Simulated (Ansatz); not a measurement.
`O[SiH2]N[Si](O)(Cl)Cl` + `CO[SiH2]S` → `CO[SiH2]S[SiH2]O` + `N[Si](O)(Cl)Cl`  (ligand exchange at the Si–N bond)

Program: Ansatz. Geometries: PBE0-D4/def2-TZVP. ΔE: electronic, gas phase. CCSD(T)/CBS is the MP2 limit (def2-TZVPP, def2-QZVPP) plus CCSD(T) − MP2 in def2-TZVPP, frozen cores. This one scheme is used for every species. DFT in def2-TZVPP. B3LYP here is the variant with VWN-RPA as its local correlation; programs differ in this. One conformer a species, not always the lowest.

Question: Is it downhill or uphill in electronic energy at CCSD(T)/CBS, and by how much? (Best estimate.)

Answer: Ansatz gave: Downhill: ΔE = -0.11 eV.

Question: What do these levels give: PBE-D4, B3LYP-D4, ωB97X-V, PBE, PBE0, B3LYP, SCS-MP2/def2-TZVPP, HF/def2-QZVPP, MP2/def2-QZVPP, SCS-MP2/def2-QZVPP, MP2/CBS(def2), CCSD/CBS(def2)? (Estimate.)

Answer: Ansatz gave: PBE-D4 -0.22, B3LYP-D4 -0.11, ωB97X-V -0.11, PBE -0.19, PBE0 -0.16, B3LYP -0.05, SCS-MP2/def2-TZVPP -0.07, HF/def2-QZVPP 0.07, MP2/def2-QZVPP -0.14, SCS-MP2/def2-QZVPP -0.09, MP2/CBS(def2) -0.16, CCSD/CBS(def2) -0.08 eV.

Largest T1 diagnostic among the species: 0.012.

From PBE to PBE0 (25 % exact exchange), in def2-TZVPP and without D4, ΔE moves by +0.03 eV. In def2-TZVPP, CCSD(T) changes the Hartree–Fock value by −0.14 eV (the triples alone add −0.04 eV) and MP2 by −0.18 eV.
